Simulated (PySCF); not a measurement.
Geometry:
```
atom   x (Å)   y (Å)   z (Å)
 Si1  -1.627  -0.260   0.303
 Si2   0.433  -0.387  -0.824
  B3   1.736   0.678   0.283
 Cl4   2.128   2.336  -0.107
 Cl5   2.417  -0.022   1.736
  H6  -1.479  -0.852   1.667
  H7  -2.691  -1.001  -0.441
  H8  -2.035   1.172   0.441
  H9   0.286   0.168  -2.205
 H10   0.848  -1.823  -0.898
```

Calculated, not measured (PySCF 2.14): PBE0-D3(BJ)/def2-SVP structure, NMR shieldings at PBE0/pcSseg-1/GIAO. Averaged over atoms made equivalent by symmetry, fast rotation or ring inversion, gas phase, non-relativistic Hamiltonian, one conformer.

References, each an isolated molecule treated in the same way: 1H (σref 31.27), 29Si (σref 351.99) vs TMS; 11B (σref 100.73) against BF3·OEt2; 35Cl (σref 943.27) against HCl.

```csv
atoms,nucleus,count,δ (ppm)
H9/H10,1H,2,3.71
Cl4/Cl5,35Cl,2,391
Si2,29Si,1,-98.3
B3,11B,1,79.1
H6/H7/H8,1H,3,?
Si1,29Si,1,?
```

Fill in the missing shifts.

## Answers


- H6/H7/H8: 3.66 ppm, hydrogen on a silicon bonded to Si
- Si1: -103.2 ppm, silicon bonded to Si, 3 H
